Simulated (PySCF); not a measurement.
C6H14S (charge +1 and doublet state).
Z-matrix (Å and degrees, GFN2-xTB geometry), rows numbered from 1:
```
C 
C   1  1.5133
S   2  1.8046  1  111.42
C   3  1.8183  2  104.76  1   169.53
C   4  1.5124  3  114.62  2    34.46
C   4  1.5502  3  106.43  2   -92.22
C   6  1.5185  4  111.38  3  -163.10
H   1  1.0873  2  111.40  3   -60.90
H   1  1.0874  2  109.34  3   179.42
H   1  1.0875  2  111.37  3    60.12
H   2  1.0935  1  111.44  3   119.86
H   2  1.0936  1  110.97  3  -119.73
H   4  1.0942  3  103.06  2   154.54
H   5  1.0881  4  111.20  3    50.95
H   5  1.0874  4  112.31  3   -71.62
H   5  1.0873  4  108.98  3   169.09
H   6  1.0922  4  108.42  3    75.46
H   6  1.0921  4  109.63  3   -42.45
H   7  1.0891  6  108.40  4   178.03
H   7  1.0875  6  111.80  4    59.96
H   7  1.0857  6  111.73  4   -62.41
```

Structure optimised with GFN2-xTB, isolated species. This method treats the open shell by occupation alone, without spin polarisation.

Take the most abundant isotopes and a rigid rotor. The values belong to one conformer with, in the numbering `[CH3:1][CH2:2][S+:3][C@H:4]([CH3:5])[CH2:6][CH3:7]`, C1–C2–S3–C4 170°, C2–S3–C4–C5 34°, S3–C4–C6–C7 -163°.

Task: What are A, B and C (GHz)?

Result: Ia = 121.99, Ib = 481.67, Ic = 510.92 u·Å²; 505379 MHz·u·Å²/I gives 4143, 1049 and 989.2 MHz, that is A = 4.1429, B = 1.0492, C = 0.9892 GHz.

Task: What kind of rotor is it?

Result: A near-prolate asymmetric top; Ray's κ = -0.962.

Task: What does the inertial defect say?

Result: Not planar: Δ = Ic − Ia − Ib = -92.74 u·Å². For a rigid frame Δ = −2 Σ m c², so Σ m c² = 46.37 u·Å² lies off the ab plane: 13.04 from hydrogen and 33.33 from heavier atoms. The atom farthest from that plane is 1.47 Å away.

Task: Give the other two planar moments, Paa and Pbb, and the rms extents of the mass along the axes.

Result: Paa = Σ m a² = (Ib + Ic − Ia)/2 = 435.30 and Pbb = Σ m b² = (Ia + Ic − Ib)/2 = 75.62 u·Å². With the mass M = 118.08 u, the rms extents √(P/M) along a, b and c are 1.92, 0.80, 0.63 Å.

Task: List the rotational levels J(Ka,Kc) to J = 3 (cm⁻¹).

Result: Above 0(0,0):
J = 1: 1(0,1) 0.0680, 1(1,1) 0.1712, 1(1,0) 0.1732
J = 2: 2(0,2) 0.2039, 2(1,2) 0.3052, 2(1,1) 0.3112, 2(2,1) 0.6208, 2(2,0) 0.6208
J = 3: 3(0,3) 0.4078, 3(1,3) 0.5061, 3(1,2) 0.5181, 3(2,2) 0.8247, 3(2,1) 0.8249, 3(3,1) 1.3457, 3(3,0) 1.3457
Those of J = 1 are B + C, A + C and A + B.

For this open shell read J as N, the rotation without spin; fine and hyperfine splittings come on top. Not checked by GFN2-xTB frequencies. No vibrational averaging or centrifugal distortion is included, and the geometry carries the error of its method.

These are computed values.
